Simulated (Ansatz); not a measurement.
Z-matrix (Å, degrees):
```
C
N 1 1.424
O 1 1.408 2 114.5
H 1 1.099 2 107.1 3 -122.5
H 1 1.098 2 107.0 3 122.4
C 2 1.259 1 119.8 3 -0.0
Si 3 1.644 1 123.7 2 -178.4
H 6 1.092 2 123.4 1 0.0
H 6 1.089 2 118.3 1 180.0
H 7 1.489 3 110.8 1 -60.9
H 7 1.480 3 106.3 1 179.1
H 7 1.489 3 110.7 1 59.1
```

Total charge 0; spin multiplicity 1.

Question: List the r2SCAN/def2-TZVPP orbital energies in eV (Ansatz). (Best estimate.)

Answer: Ansatz gave: Occupied: -1791.56, -516.08, -385.50, -275.41, -274.07, -141.95, -96.84, -96.79, -96.79, -27.29, -24.15, -18.59, -15.18, -14.22, -12.76, -12.44, -12.06, -10.56, -9.36, -9.34, -8.18, -8.09, -7.15, -6.50. Lowest empty: -1.22, -0.25, 1.04, 1.35, 1.63, 2.15, 2.61, 3.16.
